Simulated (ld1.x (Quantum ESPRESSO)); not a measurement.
Varying the RRKJ potential for niobium (Nb)

Base potential:

```json
{
  "Element": "niobium",
  "Generator": "ld1.x (Quantum ESPRESSO) 7.5",
  "Type": "norm-conserving RRKJ (Kleinman–Bylander form)",
  "Functional": "PBE",
  "Relativity": "scalar-relativistic",
  "Frozen core": "[Ar] 3d10 4s2",
  "Valence charge": "11",
  "Reference configuration": "4p6 4d4 5s0.5 5p0.5",
  "Partial waves": "5s (bound): rc 2.95 bohr; 4d (bound): rc 1.70 bohr; 4p (bound): rc 1.50 bohr",
  "Local potential": "the p channel",
  "Core correction": "none",
  "rho0": "0.005"
}
```

Occupied shells without a wave of their own: 5p. They enter only through the test configuration that unscreens the potential.

All-electron outer shells of the reference configuration (PBE, scalar-relativistic, ld1.x):

| shell | level (eV) | outermost node (bohr) | outermost maximum (bohr) |
| --- | --- | --- | --- |
| 3d | -196.91 | – | 0.33 |
| 4s | -59.03 | 0.53 | 1.04 |
| 4p | -35.17 | 0.54 | 1.12 |
| 5s | -4.41 | 1.40 | 3.04 |
| 4d | -3.63 | 0.55 | 1.49 |
| 5p | -1.45 | 1.62 | 4.21 |

Cutoffs, loose and tight: the cutoffs (Ry, on a coarse ladder) from which the occupation-weighted sum of valence levels, in a spherical-Bessel basis at the reference potential, stays within 10 and 1 mRy of its value at 400 Ry. They do not see the model core or the augmentation charge, which bear on the density cutoff. Test errors are all-electron minus pseudo excitation energies from the reference, over the configurations 4p6 4d4 5s1 5p0; 4p6 4d4 5s0 5p0; 4p6 4d3 5s0 5p0; 4p6 4d3 5s1 5p0; 4p6 4d4.5 5s0.5 5p0; 4p6 4d1 5s0 5p0; 4p6 4d4 5s0.5 5p0. A dash means not determined; rows that change the core or the reference have their own tests.

A true bound ghost makes a file unfit for plane-wave use even where its test errors are small: the radial tests pick states by their node count and pass the ghost by.

On the changes marked as counting shells twice: ld1.x takes every shell without a wave as core, so the model core holds the marked electrons as well and exchange and correlation see them twice. This cancels in the reference configuration, but the file is broken for other ones, and its errors say nothing about a proper core correction.

```csv
change,outcome,"cutoff, loose","cutoff, tight",bound ghosts,largest test error (meV)
base,generated,50 Ry,90 Ry,s,-41
core correction a·sin(br)/r model core inside 0.88 bohr (5p counted twice),generated,50 Ry,90 Ry,s,-380
wave 4d (bound): rc 1.70 bohr becomes 4d (bound): rc 2.48 bohr,generated,50 Ry,90 Ry,s,+238
reference 4p6 4d4 5s1 5p0,failed: compute_chi: n is too large,–,–,–,–
"all radii scaled by about 1.14 (s 3.36, p 1.70, d 1.94 bohr)",generated,40 Ry,55 Ry,s,-59
wave 5s (bound): rc 2.95 bohr becomes 5s (bound): rc 3.42 bohr,generated,50 Ry,90 Ry,s,-55
local potential all-electron potential smoothed inside 1.30 bohr (lloc = -1),generated,60 Ry,90 Ry,s,+25
```
